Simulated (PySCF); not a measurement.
Cl₅Nb, charge -1, doublet, at a GFN2-xTB geometry (such geometries of metal compounds can be far from the true shape) (the multiplicity is a formal guess) (core potentials on Nb); DF-B3LYP/def2-SVP in PySCF.

Here is a job for PySCF.
```python
from pyscf import gto, scf, dft

mol = gto.Mole()
mol.atom = '''
    Nb   -0.086054    0.018265    0.056237
    Cl    1.860399   -0.394879   -1.215788
    Cl    0.978582   -1.026299    2.000430
    Cl   -1.129222    1.058273   -1.901985
    Cl   -1.533659   -1.726720   -0.093998
    Cl    0.031444    2.045572    1.075710
'''
mol.basis = 'def2-svp'
mol.ecp = {'Nb': 'def2-svp'}
mol.charge = -1
mol.spin = 1
mol.verbose = 4
mol.build()

mf = dft.UKS(mol)
mf.xc = 'b3lyp'
mf = mf.density_fit(auxbasis='def2-universal-jkfit')
mf.kernel()
mf.analyze()
```

It wrote (shortened):

```
PySCF version 2.14.0

[INPUT] verbose = 4
[INPUT] num. atoms = 6
[INPUT] num. electrons = 99
[INPUT] charge = -1
[INPUT] spin (= nelec alpha-beta = 2S) = 1
[INPUT] symmetry False subgroup None
[INPUT] Mole.unit = angstrom
[INPUT] Symbol           X                Y                Z      unit          X                Y                Z       unit  Magmom
[...]
nuclear repulsion = 668.290517459259
number of shells = 51
number of NR pGTOs = 237
number of NR cGTOs = 121
basis = def2-svp
ecp = {'Nb': 'def2-svp'}

******** <class 'pyscf.df.df_jk.DFUKS'> ********
method = DFUKS
initial guess = minao
damping factor = 0
level_shift factor = 0
DIIS = <class 'pyscf.scf.diis.CDIIS'>
diis_start_cycle = 1
diis_space = 8
diis_damp = 0
SCF conv_tol = 1e-09
SCF conv_tol_grad = None
SCF max_cycles = 50
direct_scf = False
number electrons alpha = 50  beta = 49
XC library pyscf.dft.libxc version 7.1.2
    S. Lehtola, C. Steigemann, M. J. T. Oliveira, and M. A. L. Marques,  SoftwareX 7, 1–5 (2018)
XC functionals = b3lyp
    P. J. Stephens, F. J. Devlin, C. F. Chabalowski, and M. J. Frisch,  J. Phys. Chem. 98, 11623 (1994)
radial grids:
    Treutler-Ahlrichs [JCP 102, 346 (1995); DOI:10.1063/1.469408] (M4) radial grids

becke partition: Becke, JCP 88, 2547 (1988); DOI:10.1063/1.454033
pruning grids: <function nwchem_prune>
grids dens level: 3
symmetrized grids: False
atomic radii adjust function: <function treutler_atomic_radii_adjust>
small_rho_cutoff = 0
Set gradient conv threshold to 3.16228e-05
tot grids = 116840
******** <class 'pyscf.df.df.DF'> ********
auxbasis = def2-universal-jkfit
init E= -2350.81676413584

cycle= 1 E= -2353.08120747312  delta_E= -2.26  |g|= 2.89  |ddm|= 3.67

cycle= 2 E= -2328.58672267316  delta_E= 24.5  |g|= 4.42  |ddm|= 15.1
cycle= 3 E= -2355.63319428963  delta_E=  -27  |g|= 2.06  |ddm|= 14.9
cycle= 4 E= -2350.8234957331  delta_E= 4.81  |g|= 3.24  |ddm|= 3.25
cycle= 5 E= -2357.52921387423  delta_E= -6.71  |g|= 0.579  |ddm|= 2.88
cycle= 6 E= -2357.44762644998  delta_E= 0.0816  |g|= 0.71  |ddm|= 0.971
cycle= 7 E= -2357.68498649587  delta_E= -0.237  |g|= 0.264  |ddm|= 0.632
cycle= 8 E= -2357.72234270658  delta_E= -0.0374  |g|= 0.0677  |ddm|= 0.274
cycle= 9 E= -2357.72489716043  delta_E= -0.00255  |g|= 0.0173  |ddm|= 0.0992
cycle= 10 E= -2357.7250506281  delta_E= -0.000153  |g|= 0.00198  |ddm|= 0.0199
cycle= 11 E= -2357.72505344491  delta_E= -2.82e-06  |g|= 0.000939  |ddm|= 0.00383
cycle= 12 E= -2357.72505404317  delta_E= -5.98e-07  |g|= 0.000188  |ddm|= 0.00136
cycle= 13 E= -2357.72505410815  delta_E= -6.5e-08  |g|= 5.91e-05  |ddm|= 0.000677
cycle= 14 E= -2357.72505411265  delta_E= -4.5e-09  |g|= 1.87e-05  |ddm|= 0.00017
cycle= 15 E= -2357.72505411301  delta_E= -3.63e-10  |g|= 1.33e-05  |ddm|= 6.02e-05
Extra cycle  E= -2357.72505411299  delta_E= 2.36e-11  |g|= 1.82e-05  |ddm|= 4.81e-05
converged SCF energy = -2357.72505411299  <S^2> = 0.75335108  2S+1 = 2.0033483
**** SCF Summaries ****
Total Energy =                       -2357.725054112985617
Nuclear Repulsion Energy =             668.290517459259263
One-electron Energy =                -4624.805469305553743
Two-electron Energy =                 1598.789897733308635
Two-electron Coulomb Energy =         1747.327652701508669
DFT Exchange-Correlation Energy =     -148.537754968200119
**** MO energy ****
                             alpha | beta                alpha | beta
[...]
spin_pop of  0 Nb 4s        0.00038
spin_pop of  0 Nb 5s        0.00486
spin_pop of  0 Nb 6s        0.00152
spin_pop of  0 Nb 7s        0.00027
spin_pop of  0 Nb 8s       -0.00031
spin_pop of  0 Nb 4px       0.00003
spin_pop of  0 Nb 4py      -0.00055
spin_pop of  0 Nb 4pz      -0.00040
spin_pop of  0 Nb 5px       0.00044
spin_pop of  0 Nb 5py       0.00052
spin_pop of  0 Nb 5pz       0.00032
spin_pop of  0 Nb 6px      -0.00006
spin_pop of  0 Nb 6py       0.00078
spin_pop of  0 Nb 6pz       0.00110
spin_pop of  0 Nb 4dxy      0.02001
spin_pop of  0 Nb 4dyz      0.43074
spin_pop of  0 Nb 4dz^2     0.14737
spin_pop of  0 Nb 4dxz      0.07406
spin_pop of  0 Nb 4dx2-y2    0.17354
spin_pop of  0 Nb 5dxy      0.00157
spin_pop of  0 Nb 5dyz      0.06192
spin_pop of  0 Nb 5dz^2     0.02673
spin_pop of  0 Nb 5dxz      0.01346
spin_pop of  0 Nb 5dx2-y2   -0.00002
spin_pop of  0 Nb 4f-3      0.00014
spin_pop of  0 Nb 4f-2      0.00003
spin_pop of  0 Nb 4f-1      0.00014
spin_pop of  0 Nb 4f+0      0.00009
spin_pop of  0 Nb 4f+1      0.00025
spin_pop of  0 Nb 4f+2      0.00009
spin_pop of  0 Nb 4f+3      0.00009
spin_pop of  1 Cl 1s        0.00000
spin_pop of  1 Cl 2s       -0.00000
spin_pop of  1 Cl 3s        0.00025
spin_pop of  1 Cl 4s        0.00005
spin_pop of  1 Cl 2px      -0.00000
spin_pop of  1 Cl 2py       0.00000
spin_pop of  1 Cl 2pz       0.00000
spin_pop of  1 Cl 3px      -0.00666
spin_pop of  1 Cl 3py       0.00347
spin_pop of  1 Cl 3pz       0.00870
spin_pop of  1 Cl 4px       0.00128
spin_pop of  1 Cl 4py       0.00015
spin_pop of  1 Cl 4pz       0.00248
spin_pop of  1 Cl 3dxy      0.00032
spin_pop of  1 Cl 3dyz      0.00004
spin_pop of  1 Cl 3dz^2     0.00191
spin_pop of  1 Cl 3dxz      0.00059
spin_pop of  1 Cl 3dx2-y2    0.00054
spin_pop of  2 Cl 1s        0.00000
spin_pop of  2 Cl 2s       -0.00000
spin_pop of  2 Cl 3s        0.00043
spin_pop of  2 Cl 4s        0.00053
spin_pop of  2 Cl 2px       0.00000
spin_pop of  2 Cl 2py      -0.00000
spin_pop of  2 Cl 2pz       0.00000
spin_pop of  2 Cl 3px       0.01349
spin_pop of  2 Cl 3py      -0.00352
spin_pop of  2 Cl 3pz       0.00422
spin_pop of  2 Cl 4px       0.00285
spin_pop of  2 Cl 4py       0.00009
spin_pop of  2 Cl 4pz       0.00041
spin_pop of  2 Cl 3dxy      0.00082
spin_pop of  2 Cl 3dyz      0.00010
spin_pop of  2 Cl 3dz^2     0.00113
spin_pop of  2 Cl 3dxz      0.00046
spin_pop of  2 Cl 3dx2-y2    0.00038
spin_pop of  3 Cl 1s        0.00000
spin_pop of  3 Cl 2s       -0.00000
spin_pop of  3 Cl 3s        0.00042
spin_pop of  3 Cl 4s        0.00021
spin_pop of  3 Cl 2px       0.00000
spin_pop of  3 Cl 2py      -0.00000
spin_pop of  3 Cl 2pz       0.00000
spin_pop of  3 Cl 3px       0.01454
spin_pop of  3 Cl 3py      -0.00334
spin_pop of  3 Cl 3pz       0.00319
spin_pop of  3 Cl 4px       0.00254
spin_pop of  3 Cl 4py       0.00008
spin_pop of  3 Cl 4pz       0.00055
spin_pop of  3 Cl 3dxy      0.00065
spin_pop of  3 Cl 3dyz      0.00012
spin_pop of  3 Cl 3dz^2     0.00121
spin_pop of  3 Cl 3dxz      0.00064
spin_pop of  3 Cl 3dx2-y2    0.00025
spin_pop of  4 Cl 1s        0.00000
spin_pop of  4 Cl 2s       -0.00000
spin_pop of  4 Cl 3s        0.00265
spin_pop of  4 Cl 4s        0.00214
spin_pop of  4 Cl 2px      -0.00000
spin_pop of  4 Cl 2py      -0.00000
spin_pop of  4 Cl 2pz      -0.00000
spin_pop of  4 Cl 3px      -0.00434
spin_pop of  4 Cl 3py      -0.00844
spin_pop of  4 Cl 3pz      -0.00163
spin_pop of  4 Cl 4px       0.00024
spin_pop of  4 Cl 4py       0.00080
spin_pop of  4 Cl 4pz       0.00045
spin_pop of  4 Cl 3dxy      0.00013
spin_pop of  4 Cl 3dyz      0.00038
spin_pop of  4 Cl 3dz^2     0.00047
spin_pop of  4 Cl 3dxz      0.00010
spin_pop of  4 Cl 3dx2-y2    0.00045
spin_pop of  5 Cl 1s        0.00000
spin_pop of  5 Cl 2s       -0.00000
spin_pop of  5 Cl 3s       -0.00000
spin_pop of  5 Cl 4s        0.00008
spin_pop of  5 Cl 2px      -0.00000
spin_pop of  5 Cl 2py      -0.00000
spin_pop of  5 Cl 2pz      -0.00000
spin_pop of  5 Cl 3px      -0.00173
spin_pop of  5 Cl 3py      -0.00777
spin_pop of  5 Cl 3pz      -0.00251
spin_pop of  5 Cl 4px       0.00147
spin_pop of  5 Cl 4py       0.00011
spin_pop of  5 Cl 4pz       0.00085
spin_pop of  5 Cl 3dxy      0.00021
spin_pop of  5 Cl 3dyz      0.00057
spin_pop of  5 Cl 3dz^2     0.00007
spin_pop of  5 Cl 3dxz      0.00006
spin_pop of  5 Cl 3dx2-y2    0.00050
In total            50.00000 | 49.00000

WARN: System has nonzero charge -1; the dipole moment is origin-dependent.
Location of origin: [0. 0. 0.]

Dipole moment(X, Y, Z, Debye): -0.92456,  0.19673,  0.60423
```
